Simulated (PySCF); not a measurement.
## SiBr⁻ from Hartree–Fock to correlated methods

State: ³Σ⁻ (triplet), unpaired electrons π ↑↑. Set-up: Si def2-TZVPPD, Br def2-TZVPPD; no relativity (PySCF 2.14). De refers to Si + Br⁻ in their high-spin ground configurations, without counterpoise correction. The functionals are run spin-unrestricted. A positive dipole points towards Br; it is taken about the centre of mass and depends on that origin.

```tsv
Level	Re (Å)	ωe (cm⁻¹)	De (eV)	μ (D)
UHF	2.501	248	n/a	3.52
UHF-MP2	2.434	283	1.70	n/a
UHF-SCS-MP2	2.452	272	1.57	n/a
UHF-CCSD	2.450	275	1.59	n/a
UHF-CCSD(T)	2.448	278	1.68	n/a
LDA	2.395	299	2.26	4.38
PBE	2.446	277	1.92	4.21
BLYP	2.500	248	1.60	3.93
TPSS	2.450	275	1.88	4.17
r²SCAN	2.429	284	1.94	4.31
M06-L	2.412	283	1.90	4.54
PBE0	2.426	287	1.88	4.15
MN15	2.422	273	1.80	4.05
LC-ωPBE	2.406	297	1.78	4.13
```

Q: Which functional lies closest to UHF-CCSD(T) in De, which farthest, and by how much do they differ from it?

A: Closest is BLYP (+5.2 pm in Re, -10.8 % in ωe, -0.08 eV in De against UHF-CCSD(T) in the same basis), farthest LDA (-5.3 pm in Re, +7.6 % in ωe, +0.58 eV in De). CCSD(T) converges more slowly with the basis than the functionals do and binds too weakly in this one, so the order can change at the basis-set limit.

Q: What does a quarter of exact exchange do here, going from PBE to PBE0?

A: PBE0 less PBE: -2.0 pm in Re, +3.6 % in ωe, -0.04 eV in De. Exact exchange removes part of the self-interaction that spreads semilocal densities, and in most molecules shortens and stiffens the bond and lowers De; so it does here.

Q: What does the step from GGA to meta-GGA do here, going from PBE to r²SCAN?

A: r²SCAN less PBE: -1.7 pm in Re, +2.5 % in ωe, +0.02 eV in De. 

Correlated steps freeze 14 core orbitals. Spin–orbit coupling is left out. For an ion De counts to the pair picked by the measured ionisation energies or electron affinities, which need not be the lowest pair at this level. The highest Kohn–Sham level is positive in this anion. Much of that is self-interaction error, but it also means that the finite basis helps to hold the extra electron. The state was picked by a PBE0 search and need not be the measured ground state.

The whole job (state search and all levels along the bond) took about 24 min on 2 threads of Arm Neoverse V2 (shared host), peak memory 4.8 GiB.
